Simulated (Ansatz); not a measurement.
Computed with Ansatz on PBE0-D4/def2-TZVP structures; ΔE is electronic, products minus reactants. CCSD(T)/CBS is the MP2 limit (def2-TZVPP, def2-QZVPP) plus CCSD(T) − MP2 in def2-TZVPP, frozen cores. This one scheme is used for every species. Functionals use def2-TZVPP. Each species was taken in one conformer, which may not be the lowest.

Reaction (substitution at a C–Si bond): `C[SiH2]C(=N)Cl` + `C=C=N` → `C=C=NC(=N)Cl` + `C[SiH3]`

`C[SiH2]C(=N)Cl`:

```xyz
11

C    -0.064    0.679    1.544
Si   -0.888    0.087   -0.013
C     0.429   -0.571   -1.210
N     1.651   -0.590   -0.955
Cl   -0.247   -1.167   -2.752
H    -0.804    1.062    2.251
H     0.648    1.475    1.320
H     0.482   -0.138    2.020
H    -1.604    1.172   -0.731
H    -1.834   -1.032    0.228
H     2.229   -0.976   -1.702
```

`C=C=N`:

Cartesian coordinates in Å:
```
C 0.827 -0.463 -0.207
C -0.236 0.268 -0.010
N -1.177 1.031 0.105
H 1.670 -0.390 0.467
H 0.866 -1.155 -1.037
H -1.950 0.708 0.683
```

`C=C=NC(=N)Cl`:

Cartesian coordinates in Å:
```
C 0.313 2.085 0.386
C 0.076 0.820 0.565
N -0.149 -0.348 0.824
C -0.174 -1.384 -0.101
N -1.052 -1.506 -0.979
Cl 1.112 -2.528 0.216
H 1.315 2.475 0.506
H -0.491 2.749 0.098
H -0.951 -2.363 -1.513
```

`C[SiH3]`:

Z-matrix (Å, degrees):
```
C
Si 1 1.871
H 1 1.092 2 110.8
H 1 1.092 2 110.8 3 -120.0
H 1 1.092 2 110.8 3 120.0
H 2 1.488 1 110.7 3 -179.9
H 2 1.488 1 110.7 3 -59.9
H 2 1.488 1 110.7 3 60.1
```

Q: Is it downhill or uphill in electronic energy at CCSD(T)/CBS, and by how much? (Estimate.)

A: Computed: Uphill: ΔE = +48.9 kJ/mol.

Q: What do these levels give: B97M-V, r2SCAN0-D4, ωB97M-V, CAM-B3LYP, CCSD(T)/def2-SVP, CCSD/CBS(def2)? (Best estimate.)

A: Ansatz gave: B97M-V 39.0, r2SCAN0-D4 41.2, ωB97M-V 45.9, CAM-B3LYP 37.8, CCSD(T)/def2-SVP 28.0, CCSD/CBS(def2) 49.1 kJ/mol.

Largest T1 diagnostic among the species: 0.015.

At CCSD(T), def2-SVP lies −20.9 kJ/mol from the extrapolated value and def2-TZVPP −3.7 kJ/mol. Leaving LDA and LC-ωPBE aside and taking each functional with its dispersion term where it has one, the values, not all of them listed here, spread over 7.6 kJ/mol, from revPBE-D4 to ωB97M-V. LDA lies −8.3 kJ/mol from PBE without D4.
